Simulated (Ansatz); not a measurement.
`[F][Zr]([Cl])([Cl])[Br]` + HCl → `[Cl][Zr]([Cl])([Cl])[Br]` + H–F at 700 K and 1 bar (ligand exchange at a Zr–F bond).

Calculated with Ansatz (gas phase, PBE0-D4/def2-TZVP geometries, no zero-point term in ΔE). CCSD(T)/CBS is the MP2 limit (def2-TZVPP, def2-QZVPP) plus CCSD(T) − MP2 in def2-TZVPP, frozen cores. This one scheme is used for every species. Elements past krypton have def2 core potentials. For Br, Zr outer-core shells are correlated without core-valence functions, which leaves a few kJ/mol of doubt a bond. Scalar relativity is left out up to krypton.

| species | CCSD(T)/CBS energy (Eh) | H − E (kJ/mol) | S (J/(mol·K)) |
| --- | --- | --- | --- |
| `[F][Zr]([Cl])([Cl])[Br]` | -3639.97082 | 77.6 | 476.1 |
| HCl | -460.38127 | 38.4 | 211.8 |
| `[Cl][Zr]([Cl])([Cl])[Br]` | -3999.95269 | 77.0 | 479.9 |
| H–F | -100.39570 | 45.2 | 198.5 |

H − E and S are ideal-gas, rigid-rotor, harmonic terms from PBE0-D4/def2-TZVP. 1 Eh = 2625.50 kJ/mol, R = 8.31446 J/(mol·K).

By hand: ΔE, ΔH, ΔS and ΔG.

ΔE = (-3999.95269) + (-100.39570) − (-3639.97082) − (-460.38127) = 0.00370 Eh = 9.7 kJ/mol. Δ(H − E) = 77.0 + 45.2 − 77.6 − 38.4 = 6.2, so ΔH = 15.9 kJ/mol. ΔS = 479.9 + 198.5 − 476.1 − 211.8 = -9.5 J/(mol·K). ΔG = 15.9 − 700 × (-9.5)/1000 = 22.6 kJ/mol.

By hand: the equilibrium constant, and the temperature at which ΔG would vanish if ΔH and ΔS stayed fixed.

log₁₀ K = −ΔG/(RT ln 10) = -1.7. ΔH and −TΔS have one sign here, so there is no such temperature.

TΔS isn't small against ΔH here. A doubt of 5 kJ/mol in ΔE shifts log₁₀ K by 0.4 here. These are equilibria of isolated gas molecules and say nothing of rates. Largest T1 diagnostic: 0.015 (customary marks: 0.02 for closed shells, 0.045 for open ones).
